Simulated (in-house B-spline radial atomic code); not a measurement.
**wB97X excitations of Sb³⁺**

Method: wB97X. Computed with a B-spline radial code for spherical atoms: linear response of the closed shell [Kr] 4d10 5s2 with the functional's adiabatic kernel; scalar-relativistic (spin-free one-electron X2C), finite nucleus, no spin-orbit coupling, no double excitations, S, P, D and F terms only; shells from n = 3 respond. Only terms of natural parity with L up to 3 were computed.

Command:
```bash
python run_td.py task.json out
```
Settings (radii: box in bohr, nucleus in fm):
```
Z                        51
electrons                48
configuration            [Kr] 4d10 5s2
hamiltonian              x2c
method                   wb97x
box_radius               23.08
rms_radius               4.6802
intervals                72
```

Cost of the run: 1.9 s on 1 thread of Intel(R) Xeon(R) 6975P-C (Granite Rapids) (shared host).

The lowest states, in the order of their Tamm-Dancoff energies; the method's threshold (minus the highest occupied level) is 42.45 eV. Labels give the largest channel, * marks a mixed state, and oscillator strengths are full-response dipole values. Semilocal kernels can invert the small singlet-triplet splittings of Rydberg terms. Energies in eV:

```json
{"state": "5s → 5p 3P", "full response": "9.121", "Tamm-Dancoff": "9.173", "oscillator strength": "-"}
{"state": "5s → 5p 1P", "full response": "11.609", "Tamm-Dancoff": "12.085", "oscillator strength": "1.58"}
{"state": "5s → 5d 1D", "full response": "?", "Tamm-Dancoff": "?", "oscillator strength": "-"}
{"state": "5s → 5d 3D", "full response": "?", "Tamm-Dancoff": "?", "oscillator strength": "-"}
{"state": "5s → 6s 3S", "full response": "23.221", "Tamm-Dancoff": "23.233", "oscillator strength": "-"}
{"state": "5s → 6s 1S", "full response": "23.780", "Tamm-Dancoff": "23.810", "oscillator strength": "-"}
{"state": "5s → 6p 3P", "full response": "26.169", "Tamm-Dancoff": "26.181", "oscillator strength": "-"}
{"state": "5s → 6p 1P", "full response": "26.733", "Tamm-Dancoff": "26.776", "oscillator strength": "0.0309"}
{"state": "5s → 4f 1F", "full response": "28.124", "Tamm-Dancoff": "28.140", "oscillator strength": "-"}
{"state": "5s → 4f 3F", "full response": "28.182", "Tamm-Dancoff": "28.193", "oscillator strength": "-"}
```

Task: Where does 5s → 5d 1D lie?

Result: At 22.438 eV in full response, 22.476 eV in Tamm-Dancoff.

Task: Where does 5s → 5d 3D lie?

Result: At 22.520 eV in full response, 22.528 eV in Tamm-Dancoff.

Task: How large is the singlet-triplet splitting of 5s → 5p (P terms) in Tamm-Dancoff?

Result: 2.91 eV, from the unrounded values.

Task: What polarisabilities and dispersion coefficient does the method give?

Result: Dipole 10.83 bohr³, quadrupole 29.28 bohr⁵, C6 52.01 hartree·bohr⁶ for two such species.
